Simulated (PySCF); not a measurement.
Estimate the missing entries of this data sheet.

Compound: C5H9ClO.
SMILES: `ClCCOC1CC1`

Conformer (atom-mapped SMILES and torsion angles): `[Cl:1][CH2:2][CH2:3][O:4][CH:5]1[CH2:6][CH2:7]1`: Cl1–C2–C3–O4 177°, C2–C3–O4–C5 77°, C3–O4–C5–C6 -166°.

```tsv
property	level	value
point group	PBE0-D3(BJ)/def2-SVP	?
rotational constants A, B, C	PBE0-D3(BJ)/def2-SVP	?
dipole moment	B3LYP/def2-SVPD	?
HOMO energy	B3LYP/def2-SVPD	-7.18 eV
LUMO energy	B3LYP/def2-SVPD	?
lowest singlet excitation	TDDFT B3LYP/def2-SVPD	6.48 eV (191 nm, f = 0.012)
strongest line among the 10 lowest singlet transitions	TDDFT B3LYP/def2-SVPD	S9 at 7.92 eV (156 nm, f = 0.018)
lowest triplet excitation (Tamm–Dancoff)	TDA B3LYP/def2-SVPD	6.21 eV
static isotropic polarisability	B3LYP/def2-SVPD	79.0 au
vertical ionisation energy	ΔSCF B3LYP/def2-SVPD	?
electronic spatial extent ⟨r²⟩ about the centre of nuclear charge	B3LYP/def2-SVPD	1354 bohr²
13C chemical shifts (computed TMS as zero) by class	GIAO HF/pcSseg-1	65.7 (1 C), 44.1 (1 C), 41.8 (1 C), 4.4 (2 C) ppm
1H chemical shifts (computed TMS as zero) by class	GIAO HF/pcSseg-1	?
isotropic shieldings of nuclei other than C and H, by class	GIAO HF/pcSseg-1	308 (1 O), 960 (1 Cl) ppm
core binding energies	ΔSCF SCAN, pcX-2 on the ionised atom, pcseg-1 elsewhere, spin-free X2C, 2p3/2 from a spin–orbit splitting computed afterwards within the 2p shell	Cl2p3/2 206.0, C1s 290.8 (×2), C1s 292.2, C1s 292.3, C1s 292.4, O1s 538.7, Cl1s 2828.6 eV
```

Gas-phase values; electronic properties from PySCF, density fitting. Geometry: PBE0-D3(BJ)/def2-SVP, one conformer, isolated molecule. NMR classes are plain means over equivalent atoms (diastereotopic ones count apart unless rotation or inversion swaps them), as if these changed places fast; in this geometry the members of some classes differ.

**Question.** The dipole moment?

**Answer.** 1.90 D.

**Question.** The vertical ionisation energy?

**Answer.** 9.27 eV.

**Question.** Give the 1H chemical shifts (computed TMS as zero) by class.

**Answer.** 3.34 (2 H), 3.27 (2 H), 2.41 (1 H), 0.45 (2 H), 0.40 (2 H) ppm.

**Question.** Give the LUMO energy.

**Answer.** 0.20 eV.

**Question.** What is the point group?

**Answer.** C1.

**Question.** The rotational constants A, B, C?

**Answer.** 6.742, 0.873, 0.810 GHz.

No computed singlet falls in the visible range (750 to 380 nm, 1.65 to 3.26 eV); S1 lies 3.22 eV above its blue end. The principal polarisabilities are 66.7, 71.3 and 99.0 au; their mean is the isotropic value. The ΔSCF ionisation energy exceeds −ε(HOMO) by 2.09 eV with B3LYP.
